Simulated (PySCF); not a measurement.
## C8H13F: core ionisation energies

Compound: 1-fluorobicyclo[2.2.2]octane, C₈H₁₃F.
Numbering: `[F:1][C@@:2]12[CH2:3][CH2:4][C@@H:5]([CH2:6][CH2:7]1)[CH2:8][CH2:9]2`

Computed, not measured: PySCF 2.14.0, delta-SCF UKS SCAN, pcX-2 on the ionised atom, pcseg-1 elsewhere, spin-free X2C. These are vertical core ionisation energies against the vacuum level, from separate self-consistent calculations with and without the core hole.

Task: What binding energy does each computed site have?

Result: 
```csv
atom(s),environment,level,binding energy (eV),above the level's lowest (eV),count
F1,alkyl fluorine,F 1s,691.66,0.00,1
C2,sp3 C–F carbon,C 1s,292.34,+1.93,1
C3/C7/C9,ring CH2 carbon,C 1s,290.41,0.00,3
C4/C6/C8,ring CH2 carbon,C 1s,290.49,+0.08,3
C5,sp3 carbon at a ring junction,C 1s,290.46,+0.05,1
```

Lowest listed C 1s: C3/C7/C9, bonded to 2 C and 2 H. Highest, 1.93 eV above it: C2, bonded to F and 3 C. The values 290.46 and 290.49 eV lie too close for their order to be trusted.

Task: What is the C 1s shift of C2 against C5?

Result: 292.34 − 290.46 = +1.88 eV, or +181 kJ/mol.

The first atom of each set that the bonding makes equivalent was ionised and stands for the set. Isolated species at its PBE0-D3(BJ)/def2-SVP geometry, gas phase.
